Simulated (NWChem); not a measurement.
**H$_{6}$Al$_{2}$ in NWChem**

```xyz
8

Al     0.0000     0.0000    -1.3039
Al     0.0000     0.0000     1.3039
H      0.0000    -1.1587     0.0000
H     -1.4236     0.0000    -1.9931
H      1.4236     0.0000    -1.9931
H      0.0000     1.1587     0.0000
H     -1.4236     0.0000     1.9931
H      1.4236     0.0000     1.9931
```
Charge 0, spin multiplicity 1.

All runs are NWChem calculations. All single points use one geometry, from PBE0/def2-SVP, a minimum by its harmonic frequencies.

Symmetry labels belong to the abelian group D2h used in the runs, with the axes of the coordinates shown.

The structure started from a generated list of species.

### Question
List the lowest 3 singlet excitations that CIS/aug-cc-pVDZ gives, with oscillator strengths.

### Answer
```
state  symmetry  energy (eV)  wavelength (nm)      f
-----  --------  -----------  ---------------  -----
1           b1g         7.66              162  0.000
2            au         7.90              157  0.000
3           b3u         8.78              141  0.010
```
